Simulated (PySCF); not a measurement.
This script is equivalent to a calculation on Ar⁺ (argon, charge +1).

```python
from pyscf import gto, scf, dft, mp, cc
import basis_set_exchange as bse
mol = gto.M(atom="Ar 0 0 0", charge=1, spin=1, symmetry="D2h",
            basis=gto.basis.parse(bse.get_basis("cc-pVTZ-DK", elements=["Ar"], fmt="nwchem", header=False)),
            nucmod="G")
mf = dft.UKS(mol, xc="PBE").sfx2c1e()
mf.irrep_nelec = {'Ag': (3, 3), 'B1u': (2, 2), 'B2u': (2, 2), 'B3u': (2, 1)}
mf.kernel()
```

What total energy does it give?

-528.585 hartree (calculated).

Which occupied shell lies highest, and where?

3p β, at -21.543 eV.

What is ⟨S²⟩, and what would a pure spin state give?

0.752, against 0.75.
